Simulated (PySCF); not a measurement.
A geometry optimisation on `C=C([SiH](F)F)C#N`.

Method: PBE0-D3(BJ)/def2-SVP geometry optimisation, gas phase (PySCF 2.14.0). Start geometry: GFN2-xTB. The command runs a driver script over a list of jobs; the input below is this job's line of settings and its coordinates in Å.

Command:
```bash
OMP_NUM_THREADS=1 python probes_run.py task.json out
```

Input:
```
{"job": {"xc": "PBE0", "basis": "def2-SVP", "d3": "d3bj", "grid": 1, "shake": 0.01, "kind": "geom"}, "charge": 0, "multiplicity": 1}
C      0.558510     1.389730    -0.421000
C      0.439940     0.154830     0.019770
C      1.597040    -0.539260     0.386340
N      2.583440    -1.119440     0.709950
Si    -1.189270    -0.781600     0.183520
F     -2.350580     0.239070    -0.239740
F     -1.259690    -1.906190    -0.929780
H     -0.323900     1.979520    -0.710100
H      1.487110     1.921540    -0.505340
H     -1.492180    -1.359140     1.485320
```

Output:
```
step   0  E = -659.24724088  max force = 0.075841
step   1  E = -659.25297621  max force = 0.008043
step   2  E = -659.25382058  max force = 0.003856
step   3  E = -659.25407358  max force = 0.002185
step   4  E = -659.25420659  max force = 0.002479
step   5  E = -659.25426695  max force = 0.000986
step   6  E = -659.25430414  max force = 0.000943
step   7  E = -659.25433816  max force = 0.001009
step   8  E = -659.25436420  max force = 0.001923
step   9  E = -659.25438979  max force = 0.001423
step  10  E = -659.25441381  max force = 0.000439
step  11  E = -659.25442239  max force = 0.000613
step  12  E = -659.25443163  max force = 0.000640
step  13  E = -659.25443400  max force = 0.000272
optimisation converged
```

Energies in Eh; «max force» is the largest Cartesian gradient component in Eh/bohr.

Question: How much energy does the optimisation release, in eV?

Answer: E(step 0) − E(last step) = 0.007193 Eh, which is 0.196 eV.

Summary of the converged run: final energy -659.25443 Eh after 13 steps; dipole 3.08 D.

Question: Estimate the wall time. Hardware: an Arm Neoverse V1 with one thread, no GPU, shared host. And the peak memory of the process?

Answer: About 67 s, with 0.50 GiB resident at the peak, the Python interpreter and its libraries included.
Labels such as C1 count atoms from 1, the log's own numbers from 0.
